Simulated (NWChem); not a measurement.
System: C₃H₆N₂; SMILES C(=C)=C(N)N

```xyz
11

C      0.0000     0.0000     2.2140
C      0.0000     0.0000     0.8943
C      0.0000     0.0000    -0.4414
N      0.0246    -1.1687    -1.2324
N     -0.0246     1.1687    -1.2324
H      0.9209    -0.1709     2.8082
H     -0.9209     0.1709     2.8082
H     -0.0060    -2.0225    -0.6697
H     -0.7356    -1.1696    -1.9247
H      0.0060     2.0225    -0.6697
H      0.7356     1.1696    -1.9247
```
Atoms are numbered in this order, from 1.

All runs: NWChem. The geometry was optimised at PBE-D3(BJ)/def2-SVP. B3LYP is NWChem's, with the RPA form of VWN correlation. Level: B3LYP/def2-SVP with SMD (1 M gas to 1 M solution), gas-phase geometry.

**Question.** Estimate the computed values for solvent dichloromethane. Quantities: solvation free energy (kcal/mol); cavity-dispersion-structure term (kcal/mol); dipole in solution (D).

**Answer.** 
| Quantity | Result |
|---|---|
| solvation free energy (kcal/mol) | -7.1 |
| cavity-dispersion-structure term (kcal/mol) | 0.1 |
| dipole in solution (D) | 1.16 |
